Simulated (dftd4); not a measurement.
Cl3Tm (SMILES [Cl][Tm]([Cl])[Cl]), triplet, at a GFN2-xTB geometry (such geometries of metal compounds can be far from the true shape); D4 for revpbe in dftd4.

dftd4 was given this input:
```
$ dftd4 mol.xyz --func revpbe --charge 0 --json dftd4.json --noedisp --property

# file mol.xyz
4

Tm    -0.12019061    -0.35763648    -0.23406582
Cl     2.18662050     0.16168225    -0.23036563
Cl    -0.61488192    -0.40734893     2.07762022
Cl    -1.08390610     1.69725002    -0.89722273
```

It wrote (shortened):

```
                    ____  _____ _____     ____  _  _
      -------------|  _ \|  ___|_   _|---|  _ \| || |------------
     |             | | | | |_    | | ___ | | | | || |_           |
     |             | |_| |  _|   | ||___|| |_| |__   _|          |
     |             |____/|_|     |_|     |____/   |_|            |
     |             ===================================           |
     |            E. Caldeweyher, S. Ehlert & S. Grimme          |
     |          Mulliken Center for Theoretical Chemistry        |
     |                    University of Bonn                     |
      -----------------------------------------------------------

Rational (Becke-Johnson) damping: revpbe-D4-ATM
---------------------
  s6         1.0000
  s8         1.7468
  s9         1.0000
  a1         0.5363
  a2         3.0726
 alp        16.0000
--------------------

Atomic data, radii in Ångström:
------------------------------------------------------
   Z          R(cov)      r4/r2   hardness         EN
------------------------------------------------------
  69 Tm       1.9733     4.4720     0.2942     1.2500
  17 Cl       1.3200     1.9735     0.4312     3.1600
------------------------------------------------------

Atomic reference systems (in atomic units):
----------------------------------------------------------------------------
   Z        #      CN     q+Z       C6(AA)   #      CN     q+Z       C6(AA)
----------------------------------------------------------------------------
  69 Tm     1  0.0000 41.0000    2543.5591   2  2.4812 41.8141     191.3101
  17 Cl     1  0.0000 17.0000      92.6806   2  0.8444 16.8495     101.8771
----------------------------------------------------------------------------

Atomic properties (in atomic units):
----------------------------------------------------------------------------
     #    Z              CN          q      C6(AA)        C8(AA)   alpha(0)
----------------------------------------------------------------------------
     1   69 Tm       2.1752     1.1712    185.6611    39778.5605    30.5843
     2   17 Cl       0.7251    -0.3904    109.4899     4568.3103    15.9925
     3   17 Cl       0.7251    -0.3904    109.4899     4568.3103    15.9925
     4   17 Cl       0.7251    -0.3904    109.4899     4568.3103    15.9925
----------------------------------------------------------------------------

Molecular properties (in atomic units):
----------------------------------------
 molecular C6                1977.3961
 molecular C8              157130.2381
----------------------------------------

Dispersion energy:      -8.6420132423388E-03 Eh

[Info] JSON dump of results written to 'dftd4.json'
```
